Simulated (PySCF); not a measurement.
## Ionisation energy of Ga¹⁷⁺ by level of theory

Ga¹⁷⁺ [Ne] 3s2 3p2 [3p1/2^2, M_J = 0] → Ga¹⁸⁺ [Ne] 3s2 3p1 [3p1/2^1, M_J = 1/2], as a difference of total energies. Calculation: PySCF 2.14, in an uncontracted even-tempered set (19 s from 1.7 bohr⁻², ratio 2.4; 13 p from 2.2 bohr⁻², ratio 2.4; 5 d from 8.9 bohr⁻², ratio 2.6; 4 f from 13 bohr⁻², ratio 2.6); the two-component X2C-1e Hamiltonian. Correlated levels: 1s2 frozen; the 50 highest virtual spinors dropped. "Screened" scales the spin-orbit matrix elements by Boettger's factors to mimic the two-electron term; Breit and QED terms are absent.

```tsv
method	ionisation energy (eV)
GHF (spin-free)	636.40
GMP2 (spin-free)	637.13
GHF (screened spin-orbit)	636.25
GMP2 (screened spin-orbit)	637.24
```

Q: How much does correlation contribute at GMP2 (screened spin-orbit)?

A: 637.24 − (636.25) = 0.99 eV, measured against GHF (screened spin-orbit).

Breit and QED terms and the two-electron picture change are absent.

The spin-free rows relax to the high-spin LS determinant and lack the spin-orbit shift.

The labels give the starting determinants; with spin-orbit coupling the two ends relaxed to ⟨J²⟩ = 0.70, ⟨L²⟩ = 1.74, ⟨S²⟩ = 1.73 and ⟨J²⟩ = 0.75, ⟨L²⟩ = 2.01, ⟨S²⟩ = 0.75.

The determinant of Ga¹⁷⁺ mixes levels of different J (the jj label is only the starting occupation), so the difference between spin-free and spin-orbit rows is not the physical spin-orbit shift.

For comparison: 640 ± 1.5 eV (semi-empirical (NIST evaluation); NIST Atomic Spectra Database, ionization energies).
